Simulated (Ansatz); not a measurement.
Consider the redistribution: `CC(=O)OBCl` + `CCO[SiH2]OC` → `CCOBCl` + `CO[SiH2]OC(C)=O`.

Isolated molecules relaxed with PBE0-D4/def2-TZVP in Ansatz; ΔE leaves out vibrations. CBS: MP2 limit from def2 TZ/QZ plus the TZ coupled-cluster correction, frozen cores. DFT in def2-TZVPP. Each species was taken in one conformer, which may not be the lowest.

| level | ΔE (eV) |
| --- | --- |
| r2SCAN-D4 | -0.33 |
| ωB97M-V | -0.32 |
| HF/def2-TZVPP | -0.27 |
| MP2/def2-QZVPP | -0.32 |

(1) What does CCSD(T)/CBS give? (Best estimate.)

Largest T1 diagnostic among the species: 0.014.

Answers

(1) Ansatz gave: -0.31 eV. The listed levels differ from it by -0.02, -0.01, 0.04, -0.01 eV.

In def2-TZVPP, CCSD(T) changes the Hartree–Fock value by −0.04 eV (the triples alone add −0.01 eV) and MP2 by −0.05 eV.
